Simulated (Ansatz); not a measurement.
Program: Ansatz. Geometries: PBE0-D4/def2-TZVP. ΔE: electronic, gas phase. CBS: MP2 limit from def2 TZ/QZ plus the TZ coupled-cluster correction, frozen cores. This one scheme is used for every species. DFT in def2-TZVPP. HSE06 is defined as in plane-wave codes. def2 core potentials past Kr. For In outer-core shells are correlated without core-valence functions, which leaves a few kJ/mol of doubt a bond. Each species was taken in one conformer, which may not be the lowest.

Reaction (formal exchange of groups at the In–Cl bond): `C[O][InH][Cl]` + CH₄ → `C[O][InH][CH3]` + HCl

| level | ΔE (kJ/mol) |
| --- | --- |
| BLYP-D4 | 147.5 |
| r2SCAN | 153.0 |
| PBE0 | 148.4 |
| HSE06 | 148.5 |
| LC-ωPBE | 147.3 |
| SCS-MP2/def2-TZVPP | 145.1 |
| CCSD(T)/def2-TZVPP | 141.3 |
| HF/CBS(def2) | 171.5 |

Question: What does CCSD(T)/CBS give? (An estimate is asked.)

Answer: The calculation gave: +146.4 kJ/mol. The listed levels differ from it by 1.1, 6.6, 2.0, 2.1, 0.9, -1.3, -5.1, 25.1 kJ/mol.

Largest T1 diagnostic among the species: 0.016.

In def2-TZVPP, CCSD(T) changes the Hartree–Fock value by −30.5 kJ/mol (the triples alone add −1.8 kJ/mol) and MP2 by −29.3 kJ/mol. From BLYP to BHLYP (50 % exact exchange), in def2-TZVPP and without D4, ΔE moves by +9.6 kJ/mol.
